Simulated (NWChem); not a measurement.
Molecule: GeH$_{2}$OCl$_{2}$; SMILES [OH][GeH]([Cl])[Cl]

```xyz
6

Ge    -0.3494     0.3315     0.0000
O     -1.8640    -0.5962     0.0000
Cl     0.8390    -0.1793     1.7400
Cl     0.8390    -0.1793    -1.7400
H     -0.7368     1.8179     0.0000
H     -1.6976    -1.5587     0.0000
```
Atoms are numbered in this order, from 1.

Results from NWChem. All runs use the structure optimised with PBE-D3(BJ)/def2-SVP. Total energies compare along this basis series because the functional is fixed.

```
level            basis functions  energy (Ha)  highest occupied level (eV)  orbital gap (eV)  dipole (D)
---------------  ---------------  -----------  ---------------------------  ----------------  ----------
PBE/pcseg-1                   87   -3072.8948                        -7.77              5.50        0.81
PBE/aug-pcseg-1              131   -3072.9076                        -7.81              5.45        0.66
PBE/pcseg-2                  169   -3073.3057                        -7.77              5.53        0.65
PBE/STO-3G                    43   -3038.0330                        -3.68              4.72        2.23
PBE/def2-SVP                  92   -3072.5558                        -7.43              5.60        0.69
```
